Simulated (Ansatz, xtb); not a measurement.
Relative energy of two isomers of C7H14

Structure a is `CC(C)=CC(C)C`, a singlet and structure b is `CC1CCCCC1`, a singlet. Both are isolated molecules in the gas phase, relaxed with B3LYP/def2-SVP; the shapes shown needn't be the lowest conformers.

a (Å):

```xyz
21

C     2.1362   -1.0233   -1.2138
C     1.8233   -0.4596    0.1517
C     2.9633   -0.5499    1.1362
C     0.6147    0.0682    0.4197
C     0.1036    0.6781    1.7026
C    -0.2718    2.1559    1.4898
C    -1.0972   -0.1190    2.2434
H     2.9976   -0.5031   -1.6707
H     2.4192   -2.0895   -1.1480
H     1.2821   -0.9386   -1.9020
H     3.8508   -0.0152    0.7530
H     2.7224   -0.1366    2.1246
H     3.2740   -1.6009    1.2756
H    -0.1221    0.0664   -0.3965
H     0.8989    0.6416    2.4653
H    -1.0638    2.2561    0.7278
H     0.5946    2.7440    1.1485
H    -0.6479    2.6093    2.4220
H    -1.9280   -0.1229    1.5169
H    -0.8248   -1.1673    2.4431
H    -1.4772    0.3207    3.1806
```

b (Å):

```csv
atom,x (Å),y (Å),z (Å)
C,-0.7980,0.8188,-0.6418
C,-0.2934,-0.4700,0.0245
C,-1.0762,-0.8209,1.3089
C,-0.7298,0.0912,2.4955
C,0.7803,0.1076,2.7687
C,1.5749,0.4847,1.5110
C,1.2206,-0.4287,0.3277
H,-0.2536,1.0165,-1.5798
H,-0.6746,1.7051,0.0006
H,-1.8696,0.7409,-0.8888
H,-0.4625,-1.2883,-0.6985
H,-2.1612,-0.7930,1.1081
H,-0.8416,-1.8645,1.5884
H,-1.2777,-0.2396,3.3943
H,-1.0750,1.1209,2.2918
H,1.0149,0.8004,3.5948
H,1.0967,-0.8969,3.1078
H,2.6583,0.4324,1.7129
H,1.3656,1.5376,1.2493
H,1.7770,-0.1203,-0.5744
H,1.5593,-1.4545,0.5626
```

Quicker runs give these differences E(b) − E(a): GFN2-xTB −25.1 kcal/mol; HF/STO-3G −45.5 kcal/mol (at GFN2-xTB geometries); r2SCAN-D4/def2-SVP −19.2 kcal/mol (at GFN2-xTB geometries).

Task: Estimate E(b) − E(a) at the level CCSD(T)/def2-SVP + ΔMP2/def2-TZVPP.

Result: Calculated at CCSD(T)/def2-SVP + ΔMP2/def2-TZVPP: E(b) − E(a) = −15.6 kcal/mol, so structure b lies lower.

How the difference moves with the method:

```
                             level        geometry  E(b) − E(a) (kcal/mol)  departure from the last row (kcal/mol)  job, with rough time for the two
                          GFN2-xTB        GFN2-xTB                     −25.1                                    −9.5              optimisation, 0.24 s
                         HF/STO-3G        GFN2-xTB                     −45.5                                   −29.9              single point, 0.86 s
                r2SCAN-D4/def2-SVP        GFN2-xTB                     −19.2                                    −3.6               single point, 5.2 s
                    B3LYP/def2-SVP  B3LYP/def2-SVP                     −14.4                                    +1.2                optimisation, 45 s
                       HF/def2-SVP  B3LYP/def2-SVP                     −15.0                                    +0.6           part of the CCSD(T) run
                      MP2/def2-SVP  B3LYP/def2-SVP                     −19.2                                    −3.6           part of the CCSD(T) run
                  CCSD(T)/def2-SVP  B3LYP/def2-SVP                     −17.4                                    −1.8                      single point
CCSD(T)/def2-SVP + ΔMP2/def2-TZVPP  B3LYP/def2-SVP                     −15.6                                                     single point, 2.1 min
```

As drawn, b has 2 C–C in place of 1 C=C. Structure a has no ring, b a 6-membered ring.

The levels shown agree on the order. The largest departure from CCSD(T)/def2-SVP + ΔMP2/def2-TZVPP is that of HF/STO-3G, 29.9 kcal/mol. The last row adds to CCSD(T) the change of the MP2 difference between the two basis sets, here +1.8 kcal/mol.

With thermal terms from frequencies at re-optimised GFN2-xTB minima (ideal gas, soft modes damped towards free rotors, one conformer each, 298.15 K, 1 atm): on the last row, ΔE + ΔZPE = −11.6, ΔH = −13.4, ΔG = −8.9 kcal/mol.

The correlated steps freeze 7 core orbitals. Programs: Ansatz 0.2.0, xtb 6.7.1; the last row on 4 threads of Intel(R) Xeon(R) Platinum 8259CL CPU @ 2.50GHz (Skylake/Cascade Lake) on a shared host.
